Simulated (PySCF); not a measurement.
cyclobutene (C$_{4}$H$_{6}$), singlet, geometry from GFN2-xTB; PySCF with MP2/cc-pVDZ.

Input for PySCF:
```python
from pyscf import gto, scf, mp

mol = gto.M(
    atom='''
C     0.00522404   -0.65803470    0.81160491
C     0.00258559    0.67078963    0.80110802
C    -0.00181609   -0.78077129   -0.68679068
C    -0.00489486    0.76981077   -0.69903932
H     0.01043100   -1.40624811    1.58354624
H     0.00479724    1.43111936    1.56113280
H    -0.89062366   -1.24422161   -1.11243761
H     0.88461218   -1.24076490   -1.12106160
H     0.87971347    1.22640274   -1.14055069
H    -0.89552237    1.22294603   -1.13192670
''',
    basis='cc-pvdz',
    verbose=4,
    max_memory=1800,
)

mf = scf.RHF(mol)
mf.kernel()

pt = mp.MP2(mf, frozen=4)
pt.kernel()
print('E(MP2) = %.10f' % pt.e_tot)
```

What the program printed (banner, timings and long lists left out):

```
PySCF version 2.14.0

[INPUT] verbose = 4
[INPUT] num. atoms = 10
[INPUT] num. electrons = 30
[INPUT] charge = 0
[INPUT] spin (= nelec alpha-beta = 2S) = 0
[INPUT] symmetry False subgroup None
[INPUT] Mole.unit = angstrom
[INPUT] Symbol           X                Y                Z      unit          X                Y                Z       unit  Magmom
[INPUT]  1 C      0.005224040000  -0.658034700000   0.811604910000 AA    0.009872004864  -1.243505363460   1.533711001252 Bohr   0.0
[INPUT]  2 C      0.002585590000   0.670789630000   0.801108020000 AA    0.004886056970   1.267608687898   1.513874753993 Bohr   0.0
[INPUT]  3 C     -0.001816090000  -0.780771290000  -0.686790680000 AA   -0.003431912718  -1.475443904023  -1.297846290104 Bohr   0.0
[INPUT]  4 C     -0.004894860000   0.769810770000  -0.699039320000 AA   -0.009249944818   1.454731523041  -1.320992865102 Bohr   0.0
[INPUT]  5 H      0.010431000000  -1.406248110000   1.583546240000 AA    0.019711733205  -2.657423791087   2.992468699185 Bohr   0.0
[INPUT]  6 H      0.004797240000   1.431119360000   1.561132800000 AA    0.009065469754   2.704423641963   2.950113436075 Bohr   0.0
[INPUT]  7 H     -0.890623660000  -1.244221610000  -1.112437610000 AA   -1.683034797458  -2.351238081165  -2.102202413566 Bohr   0.0
[INPUT]  8 H      0.884612180000  -1.240764900000  -1.121061600000 AA    1.671674746654  -2.344705845973  -2.118499392767 Bohr   0.0
[INPUT]  9 H      0.879713470000   1.226402740000  -1.140550690000 AA    1.662417526391   2.317565297016  -2.155328435284 Bohr   0.0
[INPUT] 10 H     -0.895522370000   1.222946030000  -1.131926700000 AA   -1.692292017721   2.311033061824  -2.139031456083 Bohr   0.0

nuclear repulsion = 114.177309393913
number of shells = 38
number of NR pGTOs = 146
number of NR cGTOs = 86
basis = cc-pvdz
ecp = {}

******** <class 'pyscf.scf.hf.RHF'> ********
method = RHF
initial guess = minao
damping factor = 0
level_shift factor = 0
DIIS = <class 'pyscf.scf.diis.CDIIS'>
diis_start_cycle = 1
diis_space = 8
diis_damp = 0
SCF conv_tol = 1e-09
SCF conv_tol_grad = None
SCF max_cycles = 50
direct_scf = True
direct_scf_tol = 1e-13
Set gradient conv threshold to 3.16228e-05
Initial guess from minao.
init E= -155.947135054737
  HOMO = -0.248327345481588  LUMO = 0.0661504645842252  gap/eV = 8.55738
cycle= 1 E= -154.87098556035  delta_E= 1.08  |g|= 0.317  |ddm|= 2.87
  HOMO = -0.362844221521807  LUMO = 0.1630271260788  gap/eV = 14.30969
cycle= 2 E= -154.908603890936  delta_E= -0.0376  |g|= 0.0874  |ddm|= 0.369
  HOMO = -0.345557599507728  LUMO = 0.183621804351625  gap/eV = 14.39971
cycle= 3 E= -154.911459979274  delta_E= -0.00286  |g|= 0.0296  |ddm|= 0.133
  HOMO = -0.350555718006617  LUMO = 0.180254313158082  gap/eV = 14.44408
cycle= 4 E= -154.911714665106  delta_E= -0.000255  |g|= 0.00418  |ddm|= 0.0315
  HOMO = -0.350252385164969  LUMO = 0.180456212377759  gap/eV = 14.44132
cycle= 5 E= -154.911723239804  delta_E= -8.57e-06  |g|= 0.000874  |ddm|= 0.00752
  HOMO = -0.350227856926324  LUMO = 0.180515649907333  gap/eV = 14.44227
cycle= 6 E= -154.911723782093  delta_E= -5.42e-07  |g|= 0.000194  |ddm|= 0.00236
  HOMO = -0.350153895978773  LUMO = 0.180582184755145  gap/eV = 14.44206
cycle= 7 E= -154.91172380424  delta_E= -2.21e-08  |g|= 6.72e-05  |ddm|= 0.000365
  HOMO = -0.350169927071939  LUMO = 0.180566734870437  gap/eV = 14.44208
cycle= 8 E= -154.911723806021  delta_E= -1.78e-09  |g|= 9.01e-06  |ddm|= 0.000104
  HOMO = -0.35016817396389  LUMO = 0.18056793652663  gap/eV = 14.44207
cycle= 9 E= -154.911723806073  delta_E= -5.22e-11  |g|= 1.7e-06  |ddm|= 2.15e-05
  HOMO = -0.350168082386558  LUMO = 0.180568014807178  gap/eV = 14.44206
Extra cycle  E= -154.911723806076  delta_E= -3.52e-12  |g|= 6.62e-07  |ddm|= 3.22e-06
converged SCF energy = -154.911723806076

******** <class 'pyscf.mp.mp2.RMP2'> ********
nocc = 11, nmo = 82
frozen orbitals 4
E(RMP2) = -155.452951625028  E_corr = -0.541227818951535
E(SCS-RMP2) = -155.448547162527  E_corr = -0.536823356451157
E_corr(same-spin) = -0.129980799566174
E_corr(oppo-spin) = -0.41124701938536
E(MP2) = -155.4529516250
```
